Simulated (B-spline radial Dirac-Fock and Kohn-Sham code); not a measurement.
**Ge⁴⁺: eigenvalues, ΔSCF and the reference**

System: germanium as Ge⁴⁺, configuration [Ar] 3d10.

The density-functional columns are spherical, spin-unpolarised Dirac-Kohn-Sham results without Breit or QED terms: −ε is minus the orbital energy of the initial state and ΔSCF the difference of two total energies. The reference in the last column comes from Dirac-Fock energy differences between relaxed states, corrected for Breit and QED terms. All numbers are from a radial atomic solver, in eV; a selection of levels is shown. The Kohn-Sham columns are given as differences from the reference. For the 1s level of heavy atoms much of the gap between ΔSCF and the reference is the Breit and QED part, -22.4 eV here; for other levels the error of the functional can be larger.

```csv
level,PBE −ε − DF,PBE ΔSCF − DF,LDA −ε − DF,LDA ΔSCF − DF,Dirac-Fock
K (1s),-158.2,+41.6,-178.0,+21.1,11166.2
L1 (2s),-58.8,-25.6,-61.1,-27.7,1479.3
L2 (2p1/2),-41.8,-1.3,-42.4,-1.8,1310.8
L3 (2p3/2),-42.4,-2.9,-43.0,-3.3,1279.5
M1 (3s),-27.7,-13.7,-28.3,-14.3,245.3
M2 (3p1/2),-21.4,-7.6,-21.5,-7.7,189.0
M3 (3p3/2),-21.4,-7.7,-21.5,-7.8,184.7
M4 (3d3/2),-10.3,+2.6,-10.0,+3.0,88.72
M5 (3d5/2),-10.4,+2.6,-10.0,+2.9,88.16
```

For the outermost level NIST gives 90.5 ± 0.019 eV (measured); the differences from it are PBE −ε -12.71, PBE ΔSCF +0.22, LDA −ε -12.35, LDA ΔSCF +0.57, Dirac-Fock -2.34 eV.

Values without a named source are computed, but for edge energies of neutral atoms, which are taken from tables.
